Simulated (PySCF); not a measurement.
SMILES C(C)F, B3LYP/def2-SVP optimised geometry.

```
8

C      0.27     0.37     0.00
C     -0.27    -0.37    -1.21
F      0.16     0.24    -2.37
H     -0.08    -0.11     0.93
H      1.37     0.37     0.00
H     -0.07     1.42     0.00
H     -1.37    -0.38    -1.21
H      0.08    -1.42    -1.22
```

Density from B3LYP/def2-TZVP (PySCF) at that geometry.

Minimum of the electron density along straight lines between bonded atoms, close to the bond critical point (lines longer than 1.1 times the sum of covalent radii, or with two minima, are not listed):

| bond | length / Å | ρ at the minimum / e bohr⁻³ | ∇²ρ there / e bohr⁻⁵ | position (fraction from the first atom) |
|---|---|---|---|---|
| C1–C2 | 1.514 | 0.259 | -0.68 | 0.49 |
| C2–F3 | 1.384 | 0.242 | -0.21 | 0.34 |
| C1–H4 | 1.102 | 0.271 | -0.91 | 0.64 |
| C1–H5 | 1.101 | 0.273 | -0.92 | 0.64 |
| C1–H6 | 1.101 | 0.273 | -0.92 | 0.64 |
| C2–H7 | 1.105 | 0.282 | -0.99 | 0.65 |
| C2–H8 | 1.105 | 0.282 | -0.99 | 0.65 |
